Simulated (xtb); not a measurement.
CHCl (SMILES [CH]Cl), singlet, at a GFN2-xTB geometry; xtb 6.7.1 with GFN0-xTB with ALPB(toluene).

The xtb input:
```
$ xtb mol.xyz --gfn 0 --alpb toluene --json

# file mol.xyz
3

C     -1.02555045     0.51141695     0.04925011
Cl     0.46670147    -0.16319083    -0.01323040
H     -1.78062225    -0.29425759    -0.07058381
```

What the program printed (banner, timings and long lists left out):

```
   ID    Z sym.   atoms
    1    6 C      1
    2   17 Cl     2
    3    1 H      3

           -------------------------------------------------
          |                Calculation Setup                |
           -------------------------------------------------

           -------------------------------------------------
          |                 G F N 0 - x T B                 |
           -------------------------------------------------

      * Solvation model:               ALPB
        Solvent                        toluene
        Parameter file                 internal GFN-FF/ALPB
        Dielectric constant                2.3741E+00
        Reference state                gsolv [1 M gas/solution]
        Free energy shift                  3.1310E-03 Eh       1.9647E+00 kcal/mol
        Temperature                        2.9815E+02 K
        Density                            8.6700E-01 kg/L
        Solvent mass                       9.2140E+01 g/mol
        Interaction kernel             P16
        Born radius scaling (c1)           1.2697E+00
        Born radii integrator          GBOBC
        Born offset                        0.0000E+00 a0       0.0000E+00 AA
        H-bond correction              false
        Ion screening                  false
        Surface tension                    1.0000E-05 Eh       1.5569E+01 dyn/cm
        Grid points                               230 per atom

          ...................................................
          :                      SETUP                      :
          :.................................................:
          :  # basis functions                  16          :
          :  # atomic orbitals                  15          :
          :  # shells                            7          :
          :  # electrons                        12          :
          :  electronic temp.          300.0000000     K    :
          :  accuracy                    1.0000000          :
          :  -> integral cutoff          0.2500000E+02      :
          :  -> integral neglect         0.1000000E-07      :
          ...................................................

         :::::::::::::::::::::::::::::::::::::::::::::::::::::
         ::                     SUMMARY                     ::
         :::::::::::::::::::::::::::::::::::::::::::::::::::::
         :: total energy              -6.855459450345 Eh    ::
         :: total w/o Gsasa/hb        -6.852846984115 Eh    ::
         :: gradient norm              0.007916134888 Eh/a0 ::
         :: HOMO-LUMO gap              1.415502975058 eV    ::
         ::.................................................::
         :: H0 energy                 -6.870392258044 Eh    ::
         :: repulsion energy           0.028443793194 Eh    ::
         :: electrostat energy        -0.013212106176 Eh    ::
         :: -> Gsolv                   0.000000000000 Eh    ::
         ::    -> Gsasa               -0.005743450941 Eh    ::
         ::    -> Gshift               0.003130984711 Eh    ::
         :: dispersion energy         -0.000298879319 Eh    ::
         :: short-range corr.          0.000000000000 Eh    ::
         :: add. restraining           0.000000000000 Eh    ::
         :: total charge               0.000000000000 e     ::
         :::::::::::::::::::::::::::::::::::::::::::::::::::::

           -------------------------------------------------
          |                Property Printout                |
           -------------------------------------------------

    * Orbital Energies and Occupations

         #    Occupation            Energy/Eh            Energy/eV
      -------------------------------------------------------------
         1        2.0000           -0.9713628             -26.4321
         2        2.0000           -0.6120281             -16.6541
         3        2.0000           -0.5206422             -14.1674
         4        2.0000           -0.4758911             -12.9497
         5        2.0000           -0.4657262             -12.6731
         6        2.0000           -0.3895457             -10.6001 (HOMO)
         7                         -0.3375270              -9.1846 (LUMO)
         8                         -0.1892284              -5.1492
         9                         -0.1018438              -2.7713
        10                         -0.0658496              -1.7919
        11                         -0.0650527              -1.7702
        12                         -0.0535794              -1.4580
        13                         -0.0298983              -0.8136
        14                          0.2425390               6.5998
        15                          0.3351644               9.1203
      -------------------------------------------------------------
                  HL-Gap            0.0520188 Eh            1.4155 eV
             Fermi-level            0.0000000 Eh            0.0000 eV

     #   Z          covCN         q      C6AA      α(0)
     1   6 C        1.814    -0.057    33.277     9.310
     2  17 Cl       0.894    -0.134   101.330    15.388
     3   1 H        0.922     0.191     1.146     1.674

 Mol. C6AA /au·bohr⁶  :        285.667876
 Mol. C8AA /au·bohr⁸  :       9949.503647
 Mol. α(0) /au        :         26.371561

Wiberg/Mayer (AO) data.
largest (>0.10) Wiberg bond orders for each atom

 ---------------------------------------------------------------------------
     #   Z sym  total        # sym  WBO       # sym  WBO       # sym  WBO
 ---------------------------------------------------------------------------
     1   6 C    2.731 --     2 Cl   1.727     3 H    1.003
     2  17 Cl   1.757 --     1 C    1.727
     3   1 H    1.033 --     1 C    1.003
 ---------------------------------------------------------------------------

Topologies differ in total number of bonds
Writing topology from bond orders to xtbtopo.mol

 dipole moment from electron density (au)
     X       Y       Z
   0.6998  -0.7589  -0.0877  total (Debye):    2.633

           -------------------------------------------------
          | TOTAL ENERGY               -6.855459450345 Eh   |
          | GRADIENT NORM               0.007916134888 Eh/α |
          | HOMO-LUMO GAP               1.415502975058 eV   |
           -------------------------------------------------

normal termination of xtb
```
